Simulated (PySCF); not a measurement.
Molecule: SMILES C/N=C\CCB(O)O, C4H10BNO2.

Bonds (- single, = double, # triple, : aromatic): C1-N2, N2=C3, C3-C4, C4-C5, C5-B6, B6-O7, B6-O8. C1 carries H9, H10, H11; C3 carries H12; C4 carries H13, H14; C5 carries H15, H16; O7 carries H17; O8 carries H18. Stereochemistry as in C/N=C\CCB(O)O.

Frames of a GFN2-xTB Langevin trajectory at 300 K; GIAO PBE0/pcSseg-1 shieldings in PySCF 2.14.0 with density-fitted response routines, gas phase, non-relativistic; equivalent atoms averaged within each frame.

δ = σ(ref) − σ, references computed at the same level: TMS for $^{13}$C (σ = 186.93 ppm), $^{1}$H (σ = 31.72 ppm); NH3 for $^{15}$N (σ = 267.73 ppm); $^{11}$B (σ = 100.07 ppm) against BF3·OEt2; H2O for $^{17}$O (σ = 336.08 ppm). The references are static minima.

How do the shifts (ppm) fluctuate along the trajectory?

## Answers


| time (fs) | C3 | C1 | C4 | C5 | N2 | B6 | O7/O8 | H12 | H17/H18 | H9/H10/H11 |
| --- | --- | --- | --- | --- | --- | --- | --- | --- | --- | --- |
| optimised geometry | 172.0 | 42.3 | 25.6 | 16.0 | 382.1 | 29.4 | 124.5 | 7.55 | 4.14 | 3.60 |
| 250 | 167.7 | 43.0 | 31.2 | 18.0 | 363.9 | 32.6 | 136.1 | 7.65 | 4.95 | 3.57 |
| 425 | 181.7 | 38.9 | 28.3 | 17.4 | 392.5 | 32.7 | 139.1 | 7.53 | 4.87 | 3.20 |
| 625 | 168.5 | 34.9 | 32.3 | 10.1 | 376.6 | 30.7 | 120.1 | 7.97 | 4.45 | 3.16 |
| 800 | 177.8 | 43.7 | 18.9 | 15.3 | 377.5 | 26.1 | 108.6 | 8.39 | 3.83 | 4.34 |
| 1000 | 164.3 | 35.7 | 25.4 | 17.4 | 368.2 | 30.7 | 126.7 | 7.78 | 4.77 | 3.75 |
| mean of frames | 172.0 | 39.2 | 27.2 | 15.7 | 375.8 | 30.6 | 126.1 | 7.86 | 4.57 | 3.61 |
| standard deviation | 7.4 | 4.1 | 5.4 | 3.3 | 11.0 | 2.7 | 12.4 | 0.33 | 0.46 | 0.48 |

5 frames give an uncertainty of the mean of about the standard deviation over 2.2 at best, since frames this close in time may not be independent; classical motion lacks zero-point vibration, and the reference would need the same averaging.
